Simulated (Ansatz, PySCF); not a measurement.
C₅H₁₅AlSi (SMILES [CH3][Al]([CH3])[CH2][SiH](C)C), singlet, geometry from GFN2-xTB (such geometries of metal compounds can be far from the true shape). Base run: CASSCF(6,4)/STO-3G run with PySCF.

PySCF was given this input:
```python
from pyscf import gto, scf, mcscf
import numpy

mol = gto.M(
    atom='''
Si   -1.49507483    0.60436858    0.24397819
C    -3.09361787    0.85617762   -0.76302313
C    -1.37647276   -1.22210882    0.76749392
C     0.06924968    1.00307370   -0.77138634
Al    1.58697858   -0.12490824   -0.12028273
C     2.33868690    0.23777953    1.68958638
C     2.27579579   -1.59465272   -1.27741417
H    -1.57390770    1.43612301    1.46271980
H    -3.10083965    0.24222302   -1.65918042
H    -3.97071947    0.59375848   -0.17973560
H    -3.20474720    1.89040016   -1.07344348
H    -1.46243642   -1.88510304   -0.08867266
H    -0.40345945   -1.40708650    1.22501972
H    -2.13975396   -1.50743893    1.48385940
H     0.25729717    2.07983539   -0.71109569
H    -0.13223707    0.79409472   -1.82931064
H     1.70710593    0.93135295    2.25590639
H     2.43917723   -0.66753300    2.29831124
H     3.33786905    0.68511999    1.65355033
H     1.51010626   -2.33925823   -1.52092011
H     2.65433265   -1.22812269   -2.23810481
H     3.10068841   -2.13733392   -0.80246276
''',
    basis='sto-3g',
    verbose=3,
)

mf = scf.RHF(mol)
mf.kernel()
mc = mcscf.CASSCF(mf, 4, 6)
mc.fix_spin_(ss=0.0)
mc.kernel()
occ = numpy.linalg.eigvalsh(mc.fcisolver.make_rdm1(mc.ci, mc.ncas, mc.nelecas))[::-1]
ss = mc.fcisolver.spin_square(mc.ci, mc.ncas, mc.nelecas)[0]
print('natural occupations', occ.round(4), ' <S^2>', round(ss, 4))
```

Programs used: Ansatz (an electronic-structure program), PySCF; a row that names a program was run with it.

Variants of this job, named by their change:

```tsv
change	ΔE vs base (kcal/mol)	natural occupations	<S^2> of the state
base	0.000	2.00 2.00 1.98 0.02	0.00
fix_spin_ = off	-0.015	2.00 2.00 1.98 0.02	0.00
start = MP2 natural orbitals	0.275	2.00 2.00 1.98 0.02	0.00
correction = SC-NEVPT2	-201.0	2.00 2.00 1.98 0.02	0.00
state_average = 2 states	12.62	-	-
orbitals = fixed (CASCI); correction = SC-NEVPT2	-205.2	2.00 2.00 2.00 0.00	0.00
active space = 4 electrons, 6 orbitals	-8.58	1.98 1.97 0.03 0.01 0.00 0.00	0.00
active space = 10 electrons, 8 orbitals	-21.10	2.00 2.00 1.98 1.98 1.97 0.03 0.02 0.02	0.00
active space = 8 electrons, 9 orbitals	-25.63	1.98 1.98 1.98 1.97 0.03 0.02 0.02 0.02 0.00	0.00
code = ansatz; correction = SC-NEVPT2, all electrons	-208.7	-	-
active space = 10 electrons, 9 orbitals	-29.07	2.00 1.98 1.98 1.97 1.97 0.03 0.03 0.02 0.02	0.00
```

Active orbitals are taken around the Fermi level unless the row says otherwise; CASSCF can end in different local minima, and two programs can end on different orbitals. State-averaged rows give the lowest state.

Ansatz warned in this series: other orbitals give a lower active-space energy; the state or the total is in doubt.
